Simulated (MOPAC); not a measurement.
MOPAC input (AM1):

```
AM1 FORCE THERMO(298,298) PRECISE LET UHF MS=0.5 GEO-OK AUX(PRECISION=9) THREADS=1
C2H4BF2

C    -2.04438375 1    0.20927268 1   -0.01274024 1
C    -0.83008939 1   -0.38606196 1   -0.54414263 1
B     0.57256550 1   -0.06615381 1   -0.00505679 1
F     0.82228870 1    0.76499198 1    0.97676379 1
F     1.66248811 1   -0.60822261 1   -0.49086922 1
H    -1.83237980 1    0.91902247 1    0.82552886 1
H    -2.73261646 1   -0.59207072 1    0.36551396 1
H    -2.58613096 1    0.76661274 1   -0.82191546 1
H    -0.86979276 1   -1.10040087 1   -1.36639734 1
```

Output:

```
 *******************************************************************************
 **                                                                           **
 **                              MOPAC v23.2.5                                **
 **                                                                           **
 *******************************************************************************
 ** MOPAC's Digital Object Identifier: https://doi.org/10.5281/zenodo.6511958 **
 **                                                                           **
 ** Please cite the open-source release paper for use of this MOPAC version:  **
 ** J. E. Moussa and J. J. P. Stewart (2026)                                  **
 ** MOPAC: An open-source semiempirical molecular orbital program             **
 ** J. Open Source Softw., 11(119), 8025, https://doi.org/10.21105/joss.08025 **
 *******************************************************************************

                              AM1 CALCULATION RESULTS

 *******************************************************************************
 *  AM1        - The AM1 Hamiltonian to be used
 *  GEO-OK     - OVERRIDE INTERATOMIC DISTANCE AND OTHER SAFETY CHECKS
 *  UHF        - UNRESTRICTED HARTREE-FOCK CALCULATION
 *  MS=        - IN MECI, MAGNETIC COMPONENT OF SPIN =  0.5
 *  LET        - OVERRIDE SOME SAFETY CHECKS
 *  PRECISE    - TIGHTER CRITERIA TO BE USED
 *  FORCE      - FORCE CALCULATION SPECIFIED
 *  AUX        - OUTPUT AUXILIARY INFORMATION
 *  THERMO     - THERMODYNAMIC QUANTITIES TO BE CALCULATED
 *******************************************************************************
AM1 FORCE THERMO(298,298) PRECISE LET UHF MS=0.5 GEO-OK AUX(PRECISION=9) THREADS=1
 C2H4BF2

   ATOM   CHEMICAL          X               Y               Z
  NUMBER   SYMBOL      (ANGSTROMS)     (ANGSTROMS)     (ANGSTROMS)

     1       C         -2.04438375  *   0.20927268  *  -0.01274024  *
     2       C         -0.83008939  *  -0.38606196  *  -0.54414263  *
     3       B          0.57256550  *  -0.06615381  *  -0.00505679  *
     4       F          0.82228870  *   0.76499198  *   0.97676379  *
     5       F          1.66248811  *  -0.60822261  *  -0.49086922  *
     6       H         -1.83237980  *   0.91902247  *   0.82552886  *
     7       H         -2.73261646  *  -0.59207072  *   0.36551396  *
     8       H         -2.58613096  *   0.76661274  *  -0.82191546  *
     9       H         -0.86979276  *  -1.10040087  *  -1.36639734  *

          CARTESIAN COORDINATES

    NO.       ATOM           X           Y           Z

     1         C         -2.0444      0.2093     -0.0127
     2         C         -0.8301     -0.3861     -0.5441
     3         B          0.5726     -0.0662     -0.0051
     4         F          0.8223      0.7650      0.9768
     5         F          1.6625     -0.6082     -0.4909
     6         H         -1.8324      0.9190      0.8255
     7         H         -2.7326     -0.5921      0.3655
     8         H         -2.5861      0.7666     -0.8219
     9         H         -0.8698     -1.1004     -1.3664

  H: (AM1): M.J.S. DEWAR ET AL, J. AM. CHEM. SOC. 107 3902-3909 (1985)
  B: (AM1): M.J.S. DEWAR ET AL, ORGANOMETALLICS, 7, 513-521 (1988)
  C: (AM1): M.J.S. DEWAR ET AL, J. AM. CHEM. SOC. 107 3902-3909 (1985)
  F: (AM1): M.J.S. DEWAR AND E. G. ZOEBISCH, THEOCHEM, 180, 1 (1988).
[...]
 FORCE CONSTANT     11.4673

 VIBRATION         17   11A'         ATOM PAIR     ENERGY CONTRIBUTION    RADIAL
 FREQUENCY          2024.52         B 3 -- F 4         +37.4% ( 87.8%)     84.6%
 TRANSITION DIPOLE   4.5947         B 3 -- F 5         +36.8% ( 87.1%)     82.5%
 TRAVEL (Ang.)       0.0723         C 2 -- B 3         +25.7% ( 72.8%)      0.2%
 REDUCED MASS        6.3685
 EFFECTIVE MASS     12.8006
 FORCE CONSTANT     15.3792

 VIBRATION         18    7A"         ATOM PAIR     ENERGY CONTRIBUTION    RADIAL
 FREQUENCY          3017.38         C 1 -- H 8         +49.2% ( 72.2%)     97.7%
 TRANSITION DIPOLE   0.1742         C 1 -- H 7         +49.2% ( 72.2%)     97.7%
 TRAVEL (Ang.)       0.2112         C 1 -- C 2          +0.8% (  9.4%)      0.0%
 REDUCED MASS        0.5012         C 1 -- H 6          +0.8% (  9.0%)      0.0%
 EFFECTIVE MASS      1.4550
 FORCE CONSTANT      2.6885

 VIBRATION         19   12A'         ATOM PAIR     ENERGY CONTRIBUTION    RADIAL
 FREQUENCY          3041.54         C 1 -- H 6         +52.9% ( 74.8%)     99.0%
 TRANSITION DIPOLE   0.1901         C 1 -- H 8         +23.0% ( 49.3%)     89.3%
 TRAVEL (Ang.)       0.2330         C 1 -- H 7         +23.0% ( 49.3%)     89.3%
 REDUCED MASS        0.4085         C 1 -- C 2          +0.9% ( 10.0%)      0.0%
 EFFECTIVE MASS      1.4697
 FORCE CONSTANT      2.2263

 VIBRATION         20   13A'         ATOM PAIR     ENERGY CONTRIBUTION    RADIAL
 FREQUENCY          3129.78         C 1 -- H 6         +46.6% ( 65.9%)     98.1%
 TRANSITION DIPOLE   0.1361         C 1 -- H 8         +26.2% ( 49.4%)     94.8%
 TRAVEL (Ang.)       0.2498         C 1 -- H 7         +26.2% ( 49.4%)     94.8%
 REDUCED MASS        0.3452         C 2 -- H 9          +0.8% (  8.5%)     96.1%
 EFFECTIVE MASS      1.1345
 FORCE CONSTANT      1.9924

 VIBRATION         21   14A'         ATOM PAIR     ENERGY CONTRIBUTION    RADIAL
 FREQUENCY          3216.80         C 2 -- H 9         +97.3% ( 99.5%)    100.0%
 TRANSITION DIPOLE   0.3094         C 2 -- B 3          +1.0% (  9.9%)     18.7%
 TRAVEL (Ang.)       0.1515         C 1 -- C 2          +0.9% (  9.8%)     27.1%
 REDUCED MASS        0.9138         C 1 -- H 6          +0.7% (  8.4%)     99.3%
 EFFECTIVE MASS      1.4301
 FORCE CONSTANT      5.5710

      SYMMETRY NUMBER FOR POINT-GROUP Cs  =  1

          SYSTEM IS A GROUND STATE

 C2H4BF2

          MOLECULE IS NOT LINEAR

          THERE ARE 21 GENUINE VIBRATIONS IN THIS SYSTEM
          THIS THERMODYNAMICS CALCULATION IS LIMITED TO
          MOLECULES WHICH HAVE NO INTERNAL ROTATIONS

                    CALCULATED THERMODYNAMIC PROPERTIES
                                          *
   TEMP. (K)   PARTITION FUNCTION   H.O.F.    ENTHALPY  HEAT CAPACITY ENTROPY
                                   KCAL/MOL   CAL/MOLE    CAL/K/MOL  CAL/K/MOL

 298.00  VIB.     0.3424D+02                  1963.1881    12.2525    13.6093
         ROT.     0.9349D+05                   888.2803     2.9808    25.7256
         INT.     0.3201D+07                  2851.4684    15.2333    39.3349
         TRA.     0.6514D+27                  1480.4672     4.9680    38.9313
         TOT.                     -165.521    4331.9356    20.2013    78.2662

   *: NOTE: HEATS OF FORMATION ARE RELATIVE TO THE
            ELEMENTS IN THEIR STANDARD STATE AT 298K
              (=  Standard Enthalpy of Formation).

            Hvib:  Zero-point energy is not included.
                   frequencies of less than zero cm-1 are not included.
            Hrot = (3/2)RT
            Htra = (3/2)RT + pV = (5/2)RT

            Heat capacity is Cp, not Cv

          For more information, see: HTTP://OpenMOPAC.net/Manual/thermochemistry.html

           FORCE CONSTANT IN CARTESIAN COORDINATES (Millidynes/A)

    ATOM   CHEMICAL       X               Y               Z
   NUMBER   SYMBOL  FORCE CONSTANT  FORCE CONSTANT  FORCE CONSTANT

      1       C        9.540498        7.998028        7.121436
      2       C       11.507396       10.196530        1.451037
      3       B       18.103577       17.085727        1.927157
      4       F        2.942723       12.667449        0.216235
      5       F       14.641228        0.986274        0.216702
      6       H        1.446705        4.628784        0.645681
      7       H        1.262593        1.669817        3.583504
      8       H        1.262610        1.669810        3.583495
      9       H        2.102361        4.349096        0.147599

 **********************
 *                    *
 * JOB ENDED NORMALLY *
 *                    *
 **********************

 == MOPAC DONE ==
```
